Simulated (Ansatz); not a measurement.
A nudged elastic band was laid between two geometries of AlF2H4NS (9 atoms, charge 0, multiplicity 1).

These are results of RHF/6-31G* (Ansatz), not measurements.

| Item | Value |
| --- | --- |
| movable images | 9 |
| climbing image | yes |
| spring | 5.0 eV/Å² |
| optimiser | quadratic models (default) |
| start path | through a guess of the saddle point |
| force threshold | 0.03 eV/Å |
| iteration limit | 60 |
| end points | relaxed |

Image 0:

```xyz
9
Properties=species:S:1:pos:R:3
Al -0.010 0.110 0.387
N 0.071 -0.442 2.073
H -0.708 -0.815 2.574
H 0.923 -0.701 2.527
F 1.375 0.153 -0.496
F -1.432 -0.055 -0.430
S -0.312 2.699 0.594
H -1.618 2.757 0.377
H -0.401 2.812 1.911
```

Image 10:

```xyz
9
Properties=species:S:1:pos:R:3
Al -0.113 0.645 0.194
N 0.020 0.169 2.173
H -0.749 -0.423 2.442
H 0.874 -0.338 2.338
F 1.359 0.065 -0.272
F -1.436 -0.264 -0.195
S -0.379 2.847 0.092
H -1.704 2.837 -0.022
H 0.016 0.980 2.768
```

Which bonds break or form, and what moves?

Bonds broken: S7–H9. Bonds formed: N2–H9.

Give the energies along the band, and the barrier.

It converged. The highest image is number 4 of 0 to 10, 0.65 eV above the first end and 2.15 eV above the last; the last end lies 1.50 eV below the first. A vibrational analysis at the climbing image gives one clearly imaginary mode, 1458i cm⁻¹: a first-order saddle point. The orbitals stay closed-shell, which can raise the energy where a bond breaks towards radicals; this wasn't checked here.

| image | path coordinate (Å) | energy (eV) | S7–H9 (Å) | N2–H9 (Å) |
| --- | --- | --- | --- | --- |
| 0 | 0.00 | 0.00 | 1.32 | 3.29 |
| 1 | 0.43 | 0.02 | 1.33 | 2.96 |
| 2 | 0.86 | 0.11 | 1.33 | 2.50 |
| 3 | 1.28 | 0.32 | 1.35 | 2.02 |
| 4 | 1.71 | 0.65 | 1.53 | 1.52 |
| 5 | 2.04 | -0.12 | 1.87 | 1.17 |
| 6 | 2.36 | -1.03 | 2.26 | 1.02 |
| 7 | 2.69 | -1.33 | 2.63 | 1.01 |
| 8 | 3.02 | -1.44 | 2.96 | 1.01 |
| 9 | 3.34 | -1.49 | 3.18 | 1.01 |
| 10 | 3.67 | -1.50 | 3.29 | 1.01 |

What is the geometry of the highest image?


```xyz
9
Properties=species:S:1:pos:R:3
Al -0.028 0.279 0.184
N -0.033 0.078 2.048
H -0.804 -0.391 2.487
H 0.811 -0.199 2.516
F 1.424 0.046 -0.539
F -1.405 -0.206 -0.563
S -0.275 2.634 0.782
H -1.600 2.698 0.721
H -0.200 1.578 1.881
```

What are the harmonic wavenumbers there?

1458i, 129, 178, 196, 266, 310, 356, 454, 557, 592, 663, 780, 790, 856, 998, 1432, 1507, 1745, 2904, 3734, 3823 cm⁻¹.

Run time: 9 min on 1 thread of Arm Neoverse N1, with other jobs on the host, peak memory 0.19 GiB.
